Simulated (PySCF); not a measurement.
# Correlation energy of O (oxygen, neutral)

[He] 2s2 2p4, high-spin 3P determinant. All numbers are calculated (PySCF 2.14, no relativity, point nucleus, in aug-cc-pVTZ with one added diffuse shell each of s, p, d, f type (6s5p4d3f, 62 functions)). Frozen: 1s2; 6 electrons correlated.

MP2 pair energies summed by pair of shells (mhartree):

```
 pair  energy  share (%)
2p-2p  -68.64       46.9
2s-2p  -67.25       45.9
2s-2s  -10.56        7.2
```

Total MP2 correlation energy: -146.45 mhartree.

Same-spin part -36.08 and opposite-spin part -110.37 mhartree; SCS-MP2 scales them by 1/3 and 6/5 to -144.47 mhartree.
